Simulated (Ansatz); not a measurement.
Reaction (ligand exchange at the Al–N bond): `N[SiH2][NH][AlH][F]` + `[SiH3]S` → `[F][AlH][S][SiH3]` + `N[SiH2]N`

Computed with Ansatz on PBE0-D4/def2-TZVP structures; ΔE is electronic, products minus reactants. CCSD(T)/CBS adds triple-zeta CCSD(T) − MP2 to the extrapolated MP2 energy (def2 sets, frozen cores). This one scheme is used for every species. DFT in def2-TZVPP. B3LYP here is the variant with VWN-RPA as its local correlation; programs differ in this. One conformer a species, not always the lowest.

Question: Is it downhill or uphill in electronic energy at CCSD(T)/CBS, and by how much? (An estimate is asked.)

Answer: The calculation gave: Downhill: ΔE = -4.2 kcal/mol.

Question: What do these levels give: B2PLYP, B3LYP, MP2/def2-TZVPP, CCSD/def2-TZVPP, SCS-MP2/def2-QZVPP, HF/CBS(def2)? (An estimate is asked.)

Answer: Computed: B2PLYP -3.2, B3LYP -3.2, MP2/def2-TZVPP -3.6, CCSD/def2-TZVPP -2.7, SCS-MP2/def2-QZVPP -3.5, HF/CBS(def2) -3.0 kcal/mol.

Largest T1 diagnostic among the species: 0.012.
